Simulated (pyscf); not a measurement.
# H₃C–CdH, singlet

Gas-phase minimum from PySCF at ωB97X-D3(BJ)/def2-SVP, one conformer. 

SMILES: [CdH][CH3]
```xyz
6

C     -1.2921    -0.7761    -0.1736
Cd    -0.5639     1.1745     0.1774
H     -0.5688    -1.3739    -0.7516
H     -2.2364    -0.7531    -0.7415
H     -1.4839    -1.3068     0.7730
H      0.0147     2.7245     0.4563
```

Bonded distances (Å): C1–Cd2 2.112, C1–H3 1.102, C1–H4 1.102, C1–H5 1.102, Cd2–H6 1.678. Bond angles (°): Cd2–C1–H3 111.2, Cd2–C1–H4 111.2, Cd2–C1–H5 111.2, H3–C1–H4 107.7, H3–C1–H5 107.7, H4–C1–H5 107.7, C1–Cd2–H6 180.0.

Properties at ωB97X-D3(BJ)/def2-SVP:

| Property | Result |
|---|---|
| Harmonic wavenumbers, unscaled | 428, 428, 525, 700, 700, 1210, 1447, 1447, 1840, 3062, 3162, 3162 cm⁻¹ |
| Zero-point energy | 25.9 kcal/mol |
| Rotational symmetry number | 3 |
| Entropy of this conformer at 298 K and 1 atm, rigid rotor and harmonic oscillator, modes under 100 cm⁻¹ raised to 100 | 261.4 J/(mol K) |
| Dipole moment | 0.50 D |

Single-point totals, which compare only within one level (frozen core for MP2 and CC):

| level | total energy (hartree) |
|---|---|
| ωB97X-D3(BJ)/def2-TZVP | -208.34798 |
| PBE/def2-TZVP | -208.20608 |
| r²SCAN/def2-TZVP | -208.29448 |
| B3LYP-D3(BJ)/def2-TZVP | -208.33520 |
| PBE0-D3(BJ)/def2-TZVP | -208.20661 |
| M06-2X/def2-TZVP | -208.15711 |
| ωB97M-D3(BJ)/def2-TZVP | -208.28708 |
| HF/def2-TZVPP | -207.04017 |
| MP2/def2-TZVPP | -207.96019 |
| CCSD/def2-TZVPP | -207.94556 |
| CCSD(T)/def2-TZVPP | -207.97358 |

The CCSD(T) − MP2 part came from Ansatz, without density fitting, on the same reference. The frozen core leaves the outer d or s,p core shells of the metals and heavy elements correlated in the MP2 and CC values, and def2-TZVPP describes them poorly, so these totals are far from the basis limit. Elements past Kr carry the def2 core potentials, without spin-orbit coupling.
